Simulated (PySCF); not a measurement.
**`C#C/C=C(\C#C)N(C)C`, C8H9N**

Geometry:
| atom | x (Å) | y (Å) | z (Å) |
| --- | --- | --- | --- |
| C1 | 3.405 | 1.600 | -0.392 |
| C2 | 2.482 | 0.830 | -0.418 |
| C3 | 1.442 | -0.110 | -0.461 |
| C4 | 0.174 | 0.197 | -0.088 |
| C5 | -0.079 | 1.508 | 0.397 |
| C6 | -0.261 | 2.618 | 0.817 |
| N7 | -0.910 | -0.650 | -0.202 |
| C8 | -0.691 | -2.004 | -0.640 |
| C9 | -2.055 | -0.459 | 0.653 |
| H10 | 4.200 | 2.283 | -0.363 |
| H11 | 1.713 | -1.095 | -0.812 |
| H12 | -0.414 | 3.592 | 1.175 |
| H13 | -0.149 | -2.005 | -1.586 |
| H14 | -1.658 | -2.480 | -0.801 |
| H15 | -0.129 | -2.600 | 0.092 |
| H16 | -2.167 | 0.598 | 0.884 |
| H17 | -2.953 | -0.803 | 0.137 |
| H18 | -1.960 | -1.016 | 1.595 |

Method: PySCF, GIAO B97-2/pcSseg-1 magnetisability, rotational g tensor and spin-rotation constants, non-relativistic, gas phase. Geometry: GFN2-xTB.

Question: How diamagnetic is it, and how anisotropic?

Answer: Isotropic -1390 × 10⁻³⁰ J/T², or -83.7 × 10⁻⁶ cm³/mol; principal values -1450, -1369, -1351 × 10⁻³⁰ J/T², anisotropy 91 × 10⁻³⁰ J/T² (root of half the summed squared differences of the principal values). The susceptibility is in cgs units.

Question: Split it along the inertial axes a, b, c into diamagnetic and paramagnetic parts about the centre of mass, with the quadrupole moment.

Answer: 
| axis | χ (10⁻⁶ cm³/mol) | diamagnetic (10⁻⁶ cm³/mol) | paramagnetic (10⁻⁶ cm³/mol) | summed x² of all electrons (Å²) | quadrupole Θ (D Å) |
| --- | --- | --- | --- | --- | --- |
| a | -82.5 | -570.6 | 488.1 | 246.3 | +5.43 |
| b | -81.8 | -1114.1 | 1032.3 | 118.1 | +5.68 |
| c | -86.8 | -1546.0 | 1459.2 | 16.3 | -11.11 |

Anisotropies 2χaa − χbb − χcc = +3.8 and 2χbb − χaa − χcc = +5.6 × 10⁻⁶ cm³/mol. Θ is traceless in Buckingham's convention.

Question: And the rotational g tensor?

Answer: 
```csv
axis,rotational constant (GHz),g,nuclear part,electronic part
a,2.6537,-0.0124,0.5962,-0.6086
b,1.2034,-0.0061,0.5776,-0.5836
c,0.8421,+0.0017,0.5789,-0.5773
```
Asymmetric top; isotopes 12C, 1H, 14N; no vibrational averaging.
